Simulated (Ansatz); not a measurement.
System: C$_{2}$H$_{6}$AlF, charge 0, multiplicity 1. 
Coordinates optimised at B3LYP-D3(BJ)/def2-TZVP (Ansatz, a program for electronic structure):
```
Al
F 1 1.6645
C 1 1.9465 2 116.29
H 3 1.0919 1 112.59 2 178.10
H 3 1.0937 4 107.97 1 122.82
H 3 1.0940 4 107.84 5 114.61
C 1 1.9465 2 116.29 3 180.00
H 7 1.0919 1 112.59 2 178.10
H 7 1.0937 8 107.97 1 122.82
H 7 1.0940 8 107.84 9 114.61
```
Charge 0, spin multiplicity 1.

Property: atomisation energy (electronic, to ground-state atoms), in kcal/mol. Cores are frozen in the correlated levels unless marked. Open shells are spin-unrestricted. Spin-orbit coupling is left out. Non-relativistic. The coupled-cluster limit lacks core correlation, which all-electron functionals hold. CBS marks a two-point X^-3 extrapolation of the correlation energy; Hartree-Fock from the larger set.

| level | program | atomisation energy (kcal/mol) | minus last row |
|---|---|---|---|
| r2SCAN0-D4/def2-TZVPD | Ansatz + dftd4 | 888.6 | -11.0 |
| CAM-B3LYP-D4/def2-TZVPD | Ansatz + dftd4 | 899.9 | 0.3 |
| LC-wPBE-D3(BJ)/def2-TZVPD | Ansatz + dftd3 | 898.6 | -1.0 |
| B2PLYP/def2-TZVPD | Ansatz | 886.1 | -13.5 |
| SCS-MP2/6-31G | Ansatz | 772.1 | -127.5 |
| CCSD/aug-cc-pV(Q+d)Z | Ansatz | 882.7 | -16.9 |
| CCSD/CBS(cc-pV(T+d)Z,cc-pV(Q+d)Z) | Ansatz | 888.4 | -11.2 |
| CCSD(T)/6-31G | Ansatz | 767.7 | -131.9 |
| CCSD(T)/cc-pwCVTZ | Ansatz | 879.6 | -20.0 |
| CCSD(T)/CBS(aug-cc-pV(T+d)Z,aug-cc-pV(Q+d)Z) | Ansatz | 899.6 | 0.0 |
